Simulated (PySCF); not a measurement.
# Level sweep

ClGa (singlet state).
SMILES: `[Cl][Ga]`

PySCF, dipoles from the SCF density, polarisabilities from static response with core orbitals frozen. Geometry: PBE0-D3(BJ)/def2-SVP; no solvent, vibrations or thermal averaging. Relativistic effects, spin–orbit coupling among them, are left out although an element past zinc is present.

The anisotropy is √(½[(α1 − α2)² + (α2 − α3)² + (α3 − α1)²]).

| level | μ (D) | α (au) | anisotropy (au) |
| --- | --- | --- | --- |
| LDA/def2-SVPD | 2.351 | 48.86 | 23.75 |
| PBE/def2-SVPD | 2.359 | 49.51 | 23.39 |
| B3LYP/def2-SVPD | 2.522 | 48.55 | 21.84 |
| PBE0/def2-SVPD | 2.470 | 48.64 | 20.68 |
| BHandHLYP/def2-SVPD | 2.606 | 47.97 | 19.09 |
| CAM-B3LYP/def2-SVPD | 2.580 | 47.88 | 20.42 |
| wB97X-D/def2-SVPD | 2.562 | 47.85 | 20.35 |
| LC-wPBE/def2-SVPD | 2.528 | 47.30 | 18.59 |
| HF/def2-SVPD | 2.475 | 49.41 | 14.95 |
| PBE0/6-31G* | 2.379 | 40.66 | 24.01 |
| PBE0/def2-SVP | 2.036 | 39.59 | 20.79 |
| PBE0/aug-cc-pVDZ | 2.452 | 48.26 | 22.25 |
| PBE0/def2-TZVP | 2.364 | 44.39 | 21.69 |
| PBE0/def2-TZVPD | 2.419 | 49.40 | 21.25 |
| PBE0/aug-cc-pVTZ | 2.421 | 49.05 | 21.41 |

The dipole runs from 2.04 D (PBE0/def2-SVP) to 2.61 D (BHandHLYP/def2-SVPD). No reference polarisability is at hand; against PBE0 in the largest diffuse basis at hand (aug-cc-pVTZ) the other PBE0 rows deviate by 6-31G* -17%, def2-SVP -19%, aug-cc-pVDZ -2%, def2-SVPD -1%, def2-TZVP -10%, def2-TZVPD +1%. In one basis (def2-SVPD) the functionals order the polarisability from LC-wPBE (lowest) to PBE (highest), a spread of 5%. With PBE0 the polarisability is 41.55 au without diffuse functions (mean of 6-31G*, def2-SVP and def2-TZVP) and 48.84 au with them (mean of aug-cc-pVDZ, def2-SVPD, def2-TZVPD and aug-cc-pVTZ).
